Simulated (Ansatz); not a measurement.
Program: Ansatz. Geometries: PBE0-D4/def2-TZVP. ΔE: electronic, gas phase. CCSD(T)/CBS is the MP2 limit (def2-TZVPP, def2-QZVPP) plus CCSD(T) − MP2 in def2-TZVPP, frozen cores. This one scheme is used for every species. DFT in def2-TZVPP. B3LYP here is the variant with VWN-RPA as its local correlation; programs differ in this. def2 core potentials past Kr. For Sn outer-core shells are correlated without core-valence functions, which leaves a few kJ/mol of doubt a bond. Each species was taken in one conformer, which may not be the lowest.

Consider the ligand exchange at the Sn–Cl bond: `[OH][Sn]([OH])([OH])[Cl]` + H–F → `[OH][Sn]([OH])([OH])[F]` + HCl.

`[OH][Sn]([OH])([OH])[Cl]`:

Cartesian coordinates in Å:
```
O -0.770 -1.455 -0.810
Sn 0.230 0.032 -0.064
O -1.005 1.477 0.318
O 1.072 -0.394 1.623
Cl 1.859 0.594 -1.594
H -0.321 -1.866 -1.554
H -1.774 1.478 -0.260
H 0.710 0.135 2.341
```

H–F:

Cartesian coordinates in Å:
```
F -0.393 0.044 -0.235
H 0.393 -0.044 0.235
```

`[OH][Sn]([OH])([OH])[F]`:

Z-matrix (Å, degrees):
```
Sn
O 1 1.928
O 1 1.935 2 107.0
O 1 1.934 2 113.9 3 124.6
F 1 1.908 2 108.7 3 -119.9
H 2 0.962 1 112.1 3 7.9
H 3 0.961 1 113.6 2 161.1
H 4 0.962 1 111.9 2 105.6
```

HCl:

```xyz
2

Cl    0.570   -0.273   -0.094
H    -0.570    0.273    0.094
```

| level | ΔE (kJ/mol) |
| --- | --- |
| r2SCAN-D4 | 31.4 |
| B3LYP-D4 | 32.6 |
| r2SCAN0-D4 | 37.4 |
| CAM-B3LYP | 24.3 |

Question: What does CCSD(T)/CBS give? (Estimate.)

Answer: Computed: +36.6 kJ/mol. The listed levels differ from it by -5.2, -4.0, 0.8, -12.3 kJ/mol.

Largest T1 diagnostic among the species: 0.015.

The D4 term adds +5.4 kJ/mol with B3LYP and +3.0 kJ/mol with PBE0; it sums over pairs of atoms, weighted by their polarisabilities, and B3LYP, whose exchange is more repulsive, gets the larger term. At CCSD(T), def2-SVP lies −9.7 kJ/mol from the extrapolated value and def2-TZVPP −2.7 kJ/mol.
